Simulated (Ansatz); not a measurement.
Consider the ligand exchange at the Si–C bond: `[SiH3]C=C=C[SiH3]` + `[NH2][SbH2]` → `[SiH3][NH][SbH2]` + `C=C=C[SiH3]`.

Gas-phase electronic energies from Ansatz, PBE0-D4/def2-TZVP geometries. CCSD(T)/CBS adds triple-zeta CCSD(T) − MP2 to the extrapolated MP2 energy (def2 sets, frozen cores). Functionals use def2-TZVPP. B3LYP here is the variant with VWN-RPA as its local correlation; programs differ in this. def2 core potentials past Kr. For Sb outer-core shells are correlated without core-valence functions, which leaves a few kJ/mol of doubt a bond.

```json
{"level": "B3LYP-D4", "ΔE (kcal/mol)": "-9.9"}
{"level": "ωB97X-V", "ΔE (kcal/mol)": "-9.9"}
{"level": "PBE", "ΔE (kcal/mol)": "-7.5"}
{"level": "r2SCAN", "ΔE (kcal/mol)": "-8.9"}
{"level": "LC-ωPBE", "ΔE (kcal/mol)": "-9.6"}
{"level": "CCSD(T)/def2-SVP", "ΔE (kcal/mol)": "-10.4"}
{"level": "HF/def2-QZVPP", "ΔE (kcal/mol)": "-12.0"}
{"level": "CCSD/CBS(def2)", "ΔE (kcal/mol)": "-10.8"}
```

(1) What does CCSD(T)/CBS give? (Estimate.)

(2) What do rigid-rotor, harmonic-oscillator terms from PBE0-D4/def2-TZVP frequencies (298.15 K, 1 bar) make of the CCSD(T)/CBS value? (Best estimate.)

Largest T1 diagnostic among the species: 0.013.

Answers

(1) The calculation gave: -10.3 kcal/mol. The listed levels differ from it by 0.4, 0.4, 2.8, 1.4, 0.7, -0.1, -1.7, -0.5 kcal/mol.

(2) The calculation gave: ΔZPE = -0.3 kcal/mol, ΔH = -10.6 kcal/mol, ΔS = 10 J/(mol·K), ΔG = -11.3 kcal/mol.

Leaving LDA and LC-ωPBE aside and taking each functional with its dispersion term where it has one, the values, not all of them listed here, spread over 3.7 kcal/mol, from BHLYP-D4 to revPBE-D4. LDA lies −1.1 kcal/mol from PBE without D4. In def2-TZVPP, CCSD(T) changes the Hartree–Fock value by +1.6 kcal/mol (the triples alone add +0.4 kcal/mol) and MP2 by +1.7 kcal/mol. From PBE to PBE0 (25 % exact exchange), in def2-TZVPP and without D4, ΔE moves by −0.9 kcal/mol.
